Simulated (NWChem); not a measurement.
Species: BF$_{2}$ cation

```xyz
3

F      0.0000     0.0000    -1.2264
B      0.0000     0.0000     0.0000
F      0.0000     0.0000     1.2264
```
Atoms are numbered in this order, from 1.

Program: NWChem. Structure relaxed at the PBE0-D3(BJ)/def2-TZVP level. Vertical excitations in the gas phase; the lowest state need not have the same character in each row.

Q: Order these by “lowest excitation, singlet (eV)”, lowest first: BHandHLYP/aug-cc-pVDZ, full TDDFT; PBE0/aug-cc-pVDZ, full TDDFT; B3LYP/aug-cc-pVDZ, full TDDFT.

A: B3LYP/aug-cc-pVDZ, full TDDFT (11.73), PBE0/aug-cc-pVDZ, full TDDFT (11.94), BHandHLYP/aug-cc-pVDZ, full TDDFT (12.58)
